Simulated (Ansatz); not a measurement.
`NC[TeH]` + CH₃OH → `COCN` + H₂Te  (substitution at a C–Te bond)

Computed with Ansatz on PBE0-D4/def2-TZVP structures; ΔE is electronic, products minus reactants. CCSD(T)/CBS is the MP2 limit (def2-TZVPP, def2-QZVPP) plus CCSD(T) − MP2 in def2-TZVPP, frozen cores. This one scheme is used for every species. def2 core potentials past Kr. For Te outer-core shells are correlated without core-valence functions, which leaves a few kJ/mol of doubt a bond. Each species was taken in one conformer, which may not be the lowest.

`NC[TeH]`:

```xyz
8

N     0.589    0.295   -1.113
C     0.187    0.219    0.266
Te   -1.957   -0.099    0.317
H     0.539   -0.608   -1.566
H     1.531    0.654   -1.203
H     0.384    1.170    0.756
H     0.627   -0.587    0.863
H    -1.900   -1.044    1.680
```

CH₃OH:

Z-matrix (Å, degrees):
```
C
O 1 1.409
H 1 1.097 2 112.4
H 1 1.090 2 107.0 3 -118.5
H 1 1.097 2 112.4 3 123.0
H 2 0.959 1 108.5 3 -61.6
```

`COCN`:

Z-matrix (Å, degrees):
```
C
O 1 1.400
H 1 1.100 2 111.4
H 1 1.090 2 107.6 3 119.0
H 1 1.098 2 112.4 3 -122.0
C 2 1.415 1 113.6 3 55.3
N 6 1.428 2 116.9 1 70.1
H 6 1.091 2 104.6 1 -169.4
H 6 1.099 2 109.3 1 -53.1
H 7 1.011 6 111.6 2 54.6
H 7 1.010 6 112.9 2 -68.6
```

H₂Te:

Z-matrix (Å, degrees):
```
Te
H 1 1.656
H 1 1.656 2 90.4
```

```tsv
species	MP2/def2-QZVPP energy (Eh)
`NC[TeH]`	-363.30179
CH₃OH	-115.55941
`COCN`	-210.06349
H₂Te	-268.79269
```

**Question.** Work out ΔE.

**Answer.** ΔE = (-210.06349) + (-268.79269) − (-363.30179) − (-115.55941) = 0.00502 Eh = +13.2 kJ/mol. CCSD(T)/CBS gives +8.2 kJ/mol.

Largest T1 diagnostic among the species: 0.010.

In def2-TZVPP, CCSD(T) changes the Hartree–Fock value by +9.8 kJ/mol (the triples alone add +1.3 kJ/mol) and MP2 by +18.3 kJ/mol.
